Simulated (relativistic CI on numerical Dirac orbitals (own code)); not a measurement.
# Slater and spin-orbit integrals, Se13+

Method of calculation: Dirac-Coulomb-Breit CI, KLI orbitals optimised for each configuration, model QED (radiative potential, 1s self-energy scaled to tabulated hydrogen-like ionisation energies), unscaled Slater integrals (own radial code, finite nucleus).

Slater integrals F^k, G^k are unscaled and averaged over j, outside the closed core [Ne]; ζ comes from projecting the Hamiltonian with its Breit term on Σ l·s of the shell.

- 3s2 3p6 3d3: F^2(3d,3d) = 200980, F^4(3d,3d) = 128620, ζ(3d) = 3955.1 cm⁻¹; <r>(3d) = 0.4974, <r^2>(3d) = 0.2914 (bohr units).
- 3s2 3p5 3d4: ζ(3p) = 38580, F^2(3d,3d) = 200360, F^4(3d,3d) = 128200, F^2(3p,3d) = 186870, G^1(3p,3d) = 215180, G^3(3p,3d) = 138540, ζ(3d) = 3862.2 cm⁻¹; <r>(3p) = 0.5285, <r^2>(3p) = 0.3228, <r>(3d) = 0.4987, <r^2>(3d) = 0.2931 (bohr units).
- 3s 3p6 3d4: F^2(3d,3d) = 200110, F^4(3d,3d) = 128040, G^2(3s,3d) = 164330, ζ(3d) = 3929.7 cm⁻¹; <r>(3s) = 0.5304, <r^2>(3s) = 0.3207, <r>(3d) = 0.4993, <r^2>(3d) = 0.2937 (bohr units).

**Question.** Give the Racah parameters of the d shell in 3s2 3p6 3d3.

**Answer.** B = F²/49 − 5F⁴/441 = 2643 cm⁻¹ and C = 35F⁴/441 = 10208 cm⁻¹.

Averages of the first 10 configurations, taken without configuration mixing, which lowers the lowest level and can move excited configurations by several eV; other configurations of the list can lie among them:

```tsv
Configuration	Parity	States	Average energy above the lowest level (eV)
3s2 3p6 3d3	even	120	7.8
3s2 3p5 3d4	odd	1260	108.8
3s 3p6 3d4	even	420	180.1
3s2 3p6 3d2 4s	even	90	171.5
3s2 3p6 3d2 4p	odd	270	193.9
3s2 3p6 3d2 4d	even	450	228.0
3s2 3p6 3d2 4f	odd	630	257.6
3s2 3p6 3d 4s 4p	odd	120	369.6
3s2 3p5 3d3 4s	odd	1440	269.9
3s2 3p6 3d2 5s	even	90	281.7
```
